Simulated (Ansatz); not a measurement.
Species: sum formula GeOF, net charge 0, doublet state. It need not be the lowest isomer of its formula. 
Coordinates optimised at B3LYP-D3(BJ)/def2-TZVP (Ansatz, a program for electronic structure):
```xyz
3

Ge    -0.1082     0.2726    -0.1379
O     -1.2285    -0.9940    -0.0416
F      1.4768    -0.0856     0.5271
```
Charge 0, spin multiplicity 2.

Basis-set convergence of Hartree-Fock and MP2 correlation energies (hartree) with Ansatz. Correlated levels leave the core frozen unless marked. UHF or UKS for open shells. No spin-orbit coupling. Frozen are the shells of the preceding noble gas and the d and f shells that filled before the atom's block. Non-relativistic.

The T1 diagnostic of CCSD in the largest basis is 0.091, which is high, so the coupled-cluster rows are less sure than usual.

| basis | functions | E(HF) | E(corr, MP2) |
|---|---|---|---|
| aug-cc-pVDZ | 82 | -2249.65698 | -0.44422 |
| aug-cc-pVTZ | 151 | (withheld) | (withheld) |

### Question
Fill in the missing entries.

### Answer

- aug-cc-pVTZ, E(HF): -2249.77655
- aug-cc-pVTZ, E(corr, MP2): -0.55231
